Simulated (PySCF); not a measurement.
## Unknown compound

Molecular formula: C8H8F2. Simulated spectra:

¹H NMR (300 MHz, computed): δ 7.66 (m, 2H), 7.55 (m, 2H), 7.52 (m, 1H), 1.62 (m, 3H).

¹³C{¹H} NMR (computed): δ 145.7, 134.9, 133.8, 130.5, 123.9, 30.7.

- PBE0/pcSseg-1 with gauge-including orbitals
- geometry: PBE0-D3(BJ)/def2-SVP
- code: PySCF 2.14
- a single conformation, averaged over atoms made equivalent by symmetry, fast rotation or ring inversion, isolated molecule, relativity neglected

Chemical shifts δ = σref − σ; ¹H, ¹³C vs TMS, all at this level.

What is the structure?

## Answers


1. Rings plus π bonds: 4 (1 ring in the answer).
2. 6 carbon signals for 8 carbons: some carbons are equivalent by symmetry or fast rotation.
3. Carbon types of the structure: 2 × C, 5 × CH, 1 × CH3, which accounts for all hydrogens.
4. δC 145.7: substituted aromatic carbon.
5. δC 134.9, 133.8, 130.5: aromatic CH; the aromatic region.
6. δC 123.9: fully substituted sp3 carbon bonded to 2 F, on an aromatic ring; 2 electronegative neighbours deshield it.
7. δC 30.7: methyl carbon; aliphatic region, no heteroatom directly attached.
8. δH 7.66, 7.55, 7.52: hydrogen on an aromatic CH; aromatic region.
9. δH 1.62: hydrogen on a methyl carbon.

These data were computed for SMILES CC(F)(F)C1=CC=CC=C1.

This is the structure that produced the data.

Splittings by ¹⁹F in the carbon and heteronuclear signals aren't shown, as no couplings were computed. Shifts are as computed. Against solution values, carbons near 30 ppm lie about +2 ppm off and those near 130 ppm about +5 ppm. Of 1211 compounds with measured shifts, 218 miss one by over three times the rms of a fit or turn the order of signals round; such compounds aren't used in these exercises. Multiplicities follow the n + 1 count of equivalent neighbours, as no J values were calculated; m marks all less simple cases, F and P coupling included.
